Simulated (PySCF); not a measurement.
Species: C7H5F3.
Cartesian coordinates in Å at the GFN2-xTB level; atoms count from 1:
```xyz
15
C7H5F3 angstrom
C     -1.9951    1.2437   -0.1294
C     -1.9531   -0.0808   -0.1753
F     -3.1002   -0.7752   -0.3470
C     -0.7618   -0.9237   -0.0609
C     -0.8092   -2.2606   -0.1011
C      0.4705   -0.2423    0.1049
C      1.5445    0.2854    0.2246
C      2.7989    0.9920    0.4133
F      3.2512    0.8670    1.6874
F      2.6450    2.3235    0.1899
H     -1.0977    1.8171    0.0040
H     -2.9275    1.7707   -0.2219
H     -1.7447   -2.7798   -0.2179
H      0.0834   -2.8546   -0.0147
H      3.5913    0.6255   -0.2627
```

Computed, not measured: TDDFT CAM-B3LYP/def2-SVPD, vertical, gas phase, core orbitals frozen in the response in PySCF 2.14.0, density-fitted response routines.

```csv
state,E (eV),ν̃ (cm⁻¹),f,|μ| (D),"main configurations (H = HOMO, L = LUMO)"
S1,5.39,43470,0.378,4.30,H→L (86%)
S2,5.58,44990,0.037,1.32,H-2→L (75%)
S3,5.81,46830,0.093,2.06,H-1→L (77%)
S4,5.97,48150,0.0046,0.45,"H→L+1 (48%), H-1→L+1 (21%)"
S5,6.67,53760,0.115,2.13,H→L+2 (68%)
S6,6.92,55850,0.0043,0.40,"H→L+3 (35%), H→L+1 (34%), H-1→L+1 (12%)"
S7,7.20,58060,0.010,0.61,"H→L+3 (36%), H-1→L+1 (32%), H→L+2 (9%)"
S8,7.38,59560,0.100,1.89,"H-1→L+2 (26%), H-2→L+1 (23%), H→L+3 (10%)"
```

Triplets, Tamm–Dancoff:

```
state  E (eV)  λ (nm)  main configurations (H = HOMO, L = LUMO)
   T1    2.99   415.3                                 H→L (89%)
   T2    4.25   291.8                  H-1→L (61%), H→L+2 (22%)
   T3    5.20   238.2                H-2→L (60%), H-2→L+2 (12%)
```

The lowest singlet comes at 230 nm (520 kJ/mol) in the ultraviolet; it is strong; its leading configuration is HOMO→LUMO (86%). The lowest level is also the most intense of those listed (f = 0.378). Löwdin shares by element: HOMO carbon 75% or more (atoms not listed hold the other 25%); LUMO carbon 67% or more (atoms not listed hold the other 33%). The oscillator strengths of these states sum to 0.742; summed over the whole spectrum of an exact calculation they would give the number of electrons, 74 (Thomas–Reiche–Kuhn). The listed states span 1.99 eV, and the widest gap between neighbours is 0.70 eV (S4 to S5). Orbital energies (eV): HOMO-3 -12.17, HOMO-2 -10.29, HOMO-1 -9.79, HOMO -8.65, LUMO -0.92, LUMO+1 0.82, LUMO+2 1.00. The window holds the lowest 8 singlets.

One conformer stands for the species.
